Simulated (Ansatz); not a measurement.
Ansatz (a first-principles code) input (r2SCAN0/def2-TZVPD):

Ansatz 0.2 input:
```yaml
crystal:
  periodic: [false, false, false]
  atoms:
    - {symbol: F, position_ang: [-1.72374659, 0.70988422, -0.80528246]}
    - {symbol: Si, position_ang: [-1.15807029, -0.47288039, 0.11266713]}
    - {symbol: O, position_ang: [0.38748863, -0.16484796, 0.49986702]}
    - {symbol: Si, position_ang: [1.90961808, 0.30337491, 0.07936138]}
    - {symbol: H, position_ang: [-1.95907064, -0.50691482, 1.34592206]}
    - {symbol: H, position_ang: [-1.24671158, -1.71605538, -0.67403554]}
    - {symbol: H, position_ang: [2.83526506, -0.19075426, 1.13234499]}
    - {symbol: H, position_ang: [2.26265857, -0.28337300, -1.24402450]}
basis:
  gaussian:
    orbitals: def2-TZVPD
hamiltonian:
  xc: {name: r2SCAN0}
magnetization: {spin_polarized: true, initial_magnetization: 1}
output: {forces: true}
```

Output:

```
Functional definition: r2SCAN0
integrals: 0.13 GiB planned
1177 factors; their error is unknown
0.33 GiB of the device are held for the grids
1.09 GiB of device memory are held for the factors and their scratch space
mean field: 1.14 GiB planned
mean field evaluation 1: about -20580.2760 eV, gradient 4.1e1 eV
mean field evaluation 2: about -20571.6941 eV, gradient 6.3e1 eV
mean field evaluation 4: about -20585.2181 eV, gradient 3.8e0 eV
mean field evaluation 8: about -20585.2806 eV, gradient 3.2e-2 eV
mean field evaluation 16: about -20585.2806 eV, gradient 3.0e-5 eV
mean field -20585.28058644 eV, -756.4951083474 hartree, gradient 3.0e-5 eV, S^2 0.753264; 0 other end points of the search recorded, 0 dependent functions left out
the calculation of the forces begins
reference -20585.28060316 eV, -756.4951089616 hartree; 25, 24 occupied and 177, 178 virtual orbitals, 1177 factors
Total energy: -20585.28060316 eV, -756.4951089616 hartree
Atom 0 at    -1.723747     0.709884    -0.805282 Å, force     0.206142    -0.400569     0.316044 eV/Å
Atom 1 at    -1.158070    -0.472880     0.112667 Å, force     0.214377     0.420832    -0.183396 eV/Å
Atom 2 at     0.387489    -0.164848     0.499867 Å, force    -0.060667     0.051284    -0.194416 eV/Å
Atom 3 at     1.909618     0.303375     0.079361 Å, force    -0.323832    -0.214776     0.082177 eV/Å
Atom 4 at    -1.959071    -0.506915     1.345922 Å, force     0.023302     0.005522    -0.050651 eV/Å
Atom 5 at    -1.246712    -1.716055    -0.674036 Å, force    -0.004104     0.049887     0.022631 eV/Å
Atom 6 at     2.835265    -0.190754     1.132345 Å, force    -0.043867     0.043625    -0.064148 eV/Å
Atom 7 at     2.262659    -0.283373    -1.244025 Å, force    -0.011351     0.044195     0.071759 eV/Å
Dipole moment:     0.112538    -0.183925     0.095238 e Å
```

It need not be the lowest isomer of its formula.
